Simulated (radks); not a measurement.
Species: the cobalt ion Co14+. Configuration: [Ne] 3s2 3p1. All-electron calculation, non-relativistic Kohn-Sham, r2SCAN, spin-unpolarised, spherical densities, point nucleus; meta-GGA in the generalised Kohn-Sham scheme. Program: a radial shooting solver on a logarithmic mesh with Libxc functionals.

Normalised radial functions P(r) = r R(r), r in bohr:

r             1s
0.002384  0.6160
0.002688  0.6888
0.00303   0.7695
0.003417  0.8586
0.003883  0.9637
0.004378  1.0721
0.004936  1.1908
0.005566  1.3200
0.006326  1.4698
0.007132  1.6216
0.008042  1.7840
0.00914   1.9686
0.01031   2.1510
0.01162   2.3409
0.0131    2.5362
0.01489   2.7472
0.01679   2.9434
0.01893   3.1333
0.02134   3.3113
0.02426   3.4806
0.02735   3.6125
0.03083   3.7105
0.03477   3.7665
0.03951   3.7718
0.04455   3.7189
0.05023   3.6056
0.05709   3.4163
0.06437   3.1770
0.07258   2.8841
0.08183   2.5483
0.093     2.1593
0.1049    1.7846
0.1182    1.4197
0.1333    1.0825
0.1515    0.7689
0.1708    0.5274
0.1926    0.3402
0.2189    0.1975
0.2468    0.1095
0.2783    0.0556
0.3138    0.0257
0.3566    0.0099
0.4021    0.0036
0.4533    0.0011
0.5111    0.0003
0.5809    0.0001
0.655     0.0000
0.7385    0.0000
0.8327    0.0000
0.9464    0.0000
1.067     0.0000
1.203     0.0000
1.367     0.0000
1.542     0.0000
1.738     0.0000
1.96      0.0000
2.228     0.0000
2.511     0.0000
2.832     0.0000
3.193     0.0000
3.629     0.0000
4.091     0.0000

1s: eigenvalue -7996.1 eV, 0 radial nodes, <r> = 0.0569 bohr, 90 % of the charge inside 0.101 bohr.
